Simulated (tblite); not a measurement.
C6H11BO3.
Numbering: `[CH3:1][B:2]([CH3:3])[C@H:4]1[O:5][CH2:6][CH2:7][C:8](=[O:9])[O:10]1` (hydrogens: H11, H12, H13 on C1; H14, H15, H16 on C3; H17 on C4; H18, H19 on C6; H20, H21 on C7)

Computed with GFN2-xTB (tblite), gas phase: L-BFGS steps from a force-field or distance-geometry start until the largest atomic force falls under 0.01 eV/Å.

Step 60: E = -867.5502 eV
```
atom  x, y, z in Å  |  force x, y, z in eV/Å
C1     -2.1878   -0.3026   -1.4533   -0.004   0.003  -0.015
B2     -1.6060    0.0420   -0.0447   -0.033   0.009   0.003
C3     -2.4496    0.6650    1.1176   -0.017   0.005   0.014
C4     -0.0407   -0.2452    0.2196    0.007   0.001  -0.011
O5      0.6619   -0.5754   -0.9358    0.045  -0.012   0.002
C6      1.9699   -1.0077   -0.6294    0.035   0.001   0.006
C7      2.7371    0.0364    0.1979   -0.023  -0.010   0.002
C8      1.8489    1.1174    0.8047    0.027  -0.007  -0.006
O9      2.3125    2.1299    1.2561    0.009  -0.005   0.010
O10     0.5331    0.9201    0.8442    0.013  -0.005   0.009
H11    -1.8892   -1.2909   -1.7952    0.015  -0.014   0.019
H12    -3.2674   -0.2191   -1.5362   -0.013   0.006   0.017
H13    -1.7445    0.3852   -2.1739   -0.002   0.007  -0.015
H14    -2.9670    1.5607    0.7775    0.008   0.007  -0.005
H15    -1.8632    0.9308    1.9921    0.006   0.011  -0.010
H16    -3.2381   -0.0154    1.4384    0.005  -0.024  -0.018
H17     0.0654   -1.0751    0.9540   -0.033  -0.003   0.019
H18     2.4588   -1.1897   -1.5879   -0.010   0.009  -0.013
H19     1.9110   -1.9611   -0.0787    0.000   0.019  -0.004
H20     3.4904    0.5541   -0.4002   -0.048  -0.025   0.025
H21     3.2556   -0.4424    1.0328    0.013   0.030  -0.030
```

Step 61: E = -867.5506 eV
```
atom  x, y, z in Å  |  force x, y, z in eV/Å
C1     -2.1881   -0.3064   -1.4545   -0.004   0.008  -0.010
B2     -1.6076    0.0421   -0.0456   -0.040   0.007  -0.007
C3     -2.4490    0.6690    1.1174   -0.008  -0.003   0.000
C4     -0.0417   -0.2451    0.2179   -0.013  -0.003  -0.012
O5      0.6625   -0.5713   -0.9377    0.044  -0.015   0.008
C6      1.9689   -1.0062   -0.6284    0.036  -0.005   0.005
C7      2.7383    0.0383    0.1958   -0.019  -0.009   0.001
C8      1.8489    1.1130    0.8119    0.026  -0.007   0.006
O9      2.3108    2.1217    1.2732    0.022   0.001   0.010
O10     0.5329    0.9163    0.8478    0.011  -0.015   0.016
H11    -1.8888   -1.2951   -1.7961    0.008  -0.005   0.032
H12    -3.2678   -0.2223   -1.5398   -0.001   0.003   0.018
H13    -1.7426    0.3802   -2.1752   -0.008   0.007  -0.010
H14    -2.9697    1.5625    0.7750    0.019  -0.001   0.003
H15    -1.8570    0.9387    1.9874   -0.011   0.014  -0.019
H16    -3.2356   -0.0106    1.4457    0.018  -0.020  -0.023
H17     0.0607   -1.0795    0.9485   -0.026   0.010   0.014
H18     2.4589   -1.1928   -1.5853   -0.009   0.003  -0.017
H19     1.9051   -1.9573   -0.0741    0.009   0.017  -0.005
H20     3.4833    0.5621   -0.4078   -0.052  -0.024   0.025
H21     3.2689   -0.4403    1.0235   -0.001   0.035  -0.035
```

Step 62: E = -867.5511 eV
```
atom  x, y, z in Å  |  force x, y, z in eV/Å
C1     -2.1886   -0.3102   -1.4561   -0.003   0.012  -0.002
B2     -1.6099    0.0419   -0.0465   -0.028   0.004  -0.018
C3     -2.4486    0.6733    1.1172    0.005  -0.011  -0.018
C4     -0.0430   -0.2457    0.2161   -0.028  -0.004  -0.010
O5      0.6635   -0.5687   -0.9392    0.025  -0.011   0.011
C6      1.9687   -1.0050   -0.6274    0.024  -0.011   0.001
C7      2.7389    0.0403    0.1936   -0.009  -0.002   0.001
C8      1.8488    1.1081    0.8194    0.013  -0.003   0.022
O9      2.3090    2.1126    1.2916    0.033   0.003   0.007
O10     0.5326    0.9122    0.8509    0.005  -0.021   0.024
H11    -1.8884   -1.2994   -1.7966    0.000   0.007   0.043
H12    -3.2684   -0.2252   -1.5433    0.011  -0.001   0.016
H13    -1.7406    0.3754   -2.1766   -0.015   0.005  -0.005
H14    -2.9718    1.5645    0.7721    0.024  -0.007   0.010
H15    -1.8505    0.9476    1.9820   -0.027   0.015  -0.024
H16    -3.2327   -0.0058    1.4532    0.027  -0.014  -0.025
H17     0.0554   -1.0837    0.9442   -0.018   0.022   0.005
H18     2.4588   -1.1951   -1.5834   -0.003  -0.004  -0.019
H19     1.9006   -1.9534   -0.0699    0.020   0.005  -0.002
H20     3.4746    0.5703   -0.4151   -0.043  -0.012   0.011
H21     3.2826   -0.4371    1.0133   -0.011   0.030  -0.027
```

Step 63: E = -867.5516 eV
```
atom  x, y, z in Å  |  force x, y, z in eV/Å
C1     -2.1891   -0.3136   -1.4575   -0.003   0.014   0.006
B2     -1.6125    0.0408   -0.0475    0.000   0.005  -0.024
C3     -2.4476    0.6779    1.1164    0.016  -0.016  -0.032
C4     -0.0447   -0.2479    0.2146   -0.028  -0.001  -0.004
O5      0.6645   -0.5680   -0.9401   -0.005  -0.005   0.012
C6      1.9692   -1.0041   -0.6266    0.003  -0.013  -0.004
C7      2.7388    0.0425    0.1913    0.003   0.006   0.002
C8      1.8482    1.1030    0.8273   -0.005   0.001   0.034
O9      2.3066    2.1034    1.3102    0.035  -0.005   0.001
O10     0.5317    0.9069    0.8546   -0.003  -0.020   0.031
H11    -1.8882   -1.3033   -1.7968   -0.007   0.015   0.048
H12    -3.2687   -0.2273   -1.5467    0.014  -0.005   0.011
H13    -1.7383    0.3712   -2.1773   -0.020   0.002  -0.004
H14    -2.9728    1.5667    0.7682    0.020  -0.010   0.012
H15    -1.8442    0.9579    1.9758   -0.035   0.011  -0.024
H16    -3.2291   -0.0003    1.4607    0.030  -0.009  -0.026
H17     0.0502   -1.0884    0.9410   -0.012   0.028  -0.005
H18     2.4586   -1.1966   -1.5823    0.004  -0.011  -0.017
H19     1.8984   -1.9501   -0.0663    0.032  -0.012   0.003
H20     3.4646    0.5791   -0.4223   -0.025   0.006  -0.010
H21     3.2955   -0.4329    1.0026   -0.013   0.018  -0.009
```

Question: Estimate the geometry and energy of step 64. (The exact step hangs on the optimiser's Hessian estimate; all steps are aligned on step 63, rigid shifts and turns removed.)

Answer: E = -867.5522 eV, largest force 0.052 eV/Å
```
atom  x, y, z in Å  |  force x, y, z in eV/Å
C1     -2.1897   -0.3174   -1.4589   -0.003   0.016   0.011
B2     -1.6154    0.0387   -0.0487    0.034   0.010  -0.023
C3     -2.4456    0.6836    1.1146    0.021  -0.016  -0.037
C4     -0.0472   -0.2522    0.2132   -0.013   0.007   0.006
O5      0.6654   -0.5680   -0.9408   -0.035   0.001   0.012
C6      1.9699   -1.0033   -0.6258   -0.018  -0.013  -0.009
C7      2.7382    0.0458    0.1882    0.013   0.015   0.003
C8      1.8463    1.0964    0.8378   -0.018   0.004   0.039
O9      2.3029    2.0919    1.3329    0.029  -0.022  -0.007
O10     0.5300    0.8986    0.8607   -0.007  -0.013   0.037
H11    -1.8886   -1.3076   -1.7966   -0.011   0.016   0.048
H12    -3.2687   -0.2293   -1.5506    0.008  -0.008   0.006
H13    -1.7354    0.3666   -2.1774   -0.023   0.002  -0.006
H14    -2.9729    1.5694    0.7625    0.010  -0.010   0.008
H15    -1.8366    0.9723    1.9672   -0.035   0.004  -0.020
H16    -3.2237    0.0074    1.4701    0.029  -0.006  -0.028
H17     0.0444   -1.0952    0.9373   -0.010   0.026  -0.013
H18     2.4587   -1.1983   -1.5815    0.008  -0.017  -0.011
H19     1.8973   -1.9465   -0.0621    0.042  -0.028   0.007
H20     3.4511    0.5911   -0.4315   -0.008   0.024  -0.029
H21     3.3107   -0.4271    0.9891   -0.012   0.006   0.009
```

The energy changes by -0.0006 eV. The first-order estimate −F·Δx gives -0.0008 eV and the mean of the old and new forces, exact on a quadratic surface, -0.0006 eV. The step makes an angle of 84° with the force vector and moves no atom by more than 0.026 Å.

The cost below is that of the whole relaxation. On an Arm Neoverse V1 with one thread (shared host), this took 1.1 s wall.
